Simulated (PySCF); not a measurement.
PySCF input for C2H4ClFOSi, SMILES O=CC[Si@@H](F)Cl, B3LYP/pcSseg-1. Geometry: PBE0-D3(BJ)/def2-SVP. The structure was generated by enumeration; whether it is a known compound was not checked. Other conformers were not sampled.

```python
import numpy as np
from pyscf import gto, scf, dft
from pyscf.prop.nmr import rks as nmr

mol = gto.M(
    atom='''
    O     2.68074767    0.15301827   -1.24747444
    C     2.04862954    0.25842544   -0.23147207
    C     1.10698046   -0.78946151    0.28608357
    Si   -0.66981858   -0.46384546   -0.19829968
    F    -1.60056936   -1.52624409    0.58939506
    Cl   -1.19318723    1.42361226    0.41877820
    H     2.10560325    1.18699570    0.39203052
    H     1.12754815   -0.82708808    1.38806811
    H     1.38504306   -1.77247187   -0.12787623
    H    -0.93106828   -0.59674053   -1.64768515
    ''',
    basis='pcSseg-1',
    charge=0,
    spin=0,
    max_memory=1600,
    verbose=3,
)
mf = dft.RKS(mol, xc='b3lyp')
mf.grids.level = 3
mf.conv_tol = 1e-10
mf.max_cycle = 100
mf.kernel()
n = nmr.NMR(mf)
n.verbose = 2
n.max_cycle_cphf = 60
sigma = n.kernel()
print('atom   isotropic/ppm   span/ppm')
for i, s in enumerate(sigma):
    w = np.linalg.eigvalsh((s + s.T) / 2)
    print(f'{mol.atom_symbol(i):2s}{i + 1:3d} {w.mean():14.3f} {w[2] - w[0]:11.3f}')
```

Log of the run:

```
converged SCF energy = -1003.47820472008
atom   isotropic/ppm   span/ppm
O   1       -397.295    1389.972
C   2        -17.881     204.331
C   3        136.765      70.106
Si  4        329.899      27.837
F   5        319.180      99.747
Cl  6        860.459     265.277
H   7         21.757       6.026
H   8         28.784       5.102
H   9         29.127       6.739
H  10         26.017       9.045
```

The calculation finished and met its thresholds.
